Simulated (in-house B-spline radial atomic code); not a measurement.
Orbital energies and mean radii along the 16-electron series, configuration [Ne] 3s2 3p4. The effective charge is n√(-2ε), a non-relativistic measure. Computed with a radial B-spline atomic code at the basis-set limit: non-relativistic Hartree-Fock, average of the configuration, point nuclei.

This level leaves out relativity, spin-orbit splitting included, which matters for heavy ions.

```csv
ion,Z,energy of 2s (Eh),mean radius of 2s (bohr),energy of 3s (Eh),mean radius of 3s (bohr),effective charge of 2s
Yb54+,70,-483.57,0.090396,-194.83,0.21491,62.198
Lu55+,71,-499.25,0.089055,-201.48,0.21153,63.198
Hf56+,72,?,?,?,?,?
Ta57+,73,?,?,?,?,?
W58+,74,-547.78,0.085261,-222.11,0.20202,66.198
Re59+,75,-564.45,0.084068,-229.21,0.19903,67.198
Os60+,76,-581.38,0.082907,-236.42,0.19614,68.198
Ir61+,77,-598.55,0.081777,-243.74,0.19332,69.198
```

Task: Fill in the row of Hf56+.

Result: energy of 2s (Eh): -515.17; mean radius of 2s (bohr): 0.087754; energy of 3s (Eh): -208.25; mean radius of 3s (bohr): 0.20826; effective charge of 2s: 64.198.

Task: Fill in the row of Ta57+.

Result: energy of 2s (Eh): -531.35; mean radius of 2s (bohr): 0.08649; energy of 3s (Eh): -215.13; mean radius of 3s (bohr): 0.20509; effective charge of 2s: 65.198.

Task: How does the screening of 2s change?

Result: Z less the effective charge goes from 7.80 at Z = 70 to 7.80 at Z = 77.
